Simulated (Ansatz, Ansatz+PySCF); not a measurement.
```yaml
atoms:
  - { symbol: H, position_ang: [0.8697, 0.0000, 0.0000] }
  - { symbol: H, position_ang: [0.0000, 0.8697, 0.0000] }
  - { symbol: H, position_ang: [-0.8697, 0.0000, 0.0000] }
  - { symbol: H, position_ang: [0.0000, -0.8697, 0.0000] }
```

Basis set: cc-pVDZ (spherical functions). All electrons are correlated. Charge 0, multiplicity 1.

Computed with Ansatz (development build ahead of 0.2.0); each method stands on the lowest determinant of its kind that the runs found. Restricted open shells among the atoms or ions are ROHF, correlated in semicanonical orbitals with singles. Restricted functionals stand beside restricted open-shell atoms, which can lie above the unrestricted atoms usual in DFT and then raise those values.

Give the atomization energy at this shape (free ground-state atoms in the same class of orbitals less the molecule, no zero-point energy) of singlet H₄ by r²SCAN (unrestricted), PBE0 (unrestricted), PBE (unrestricted), ωB97X (unrestricted), RHF-CCSD(T), UHF-CCSD(T), UHF-MP2, PBE (restricted), ωB97X (restricted), PBE0 (restricted), r²SCAN (restricted), UHF, RHF-MP2, RHF.

| method | atomization energy |
| --- | --- |
| r²SCAN (unrestricted) | 3.62 eV |
| PBE0 (unrestricted) | 3.26 eV |
| PBE (unrestricted) | 3.42 eV |
| ωB97X (unrestricted) | 2.89 eV |
| RHF-CCSD(T) | 2.83 eV |
| UHF-CCSD(T) | 2.76 eV |
| UHF-MP2 | 2.31 eV |
| PBE (restricted) | 1.97 eV |
| ωB97X (restricted) | 1.63 eV |
| PBE0 (restricted) | 1.63 eV |
| r²SCAN (restricted) | 1.74 eV |
| UHF | 1.45 eV |
| RHF-MP2 | 0.93 eV |
| RHF | -1.22 eV |

Caution for r²SCAN (unrestricted), PBE (unrestricted): the unrestricted determinant is spin contaminated. Caution for PBE0 (unrestricted), ωB97X (unrestricted), UHF-CCSD(T), UHF-MP2, UHF: the unrestricted determinant is a mixture of spin states. Caution for RHF-CCSD(T), PBE (restricted), ωB97X (restricted), PBE0 (restricted), r²SCAN (restricted), RHF-MP2, RHF: an unrestricted determinant lies well below. Caution for RHF-CCSD(T), RHF-MP2: large amplitudes, a single reference is doubtful. Caution for RHF-CCSD(T), ωB97X (restricted), RHF-MP2, RHF: the determinant breaks the point group. Caution for RHF-CCSD(T): the program doubts this total. Caution for UHF-CCSD(T), UHF-MP2: bonds are stretched, where a single reference can fail. Caution for RHF: the molecule lies well above its atoms at this level.
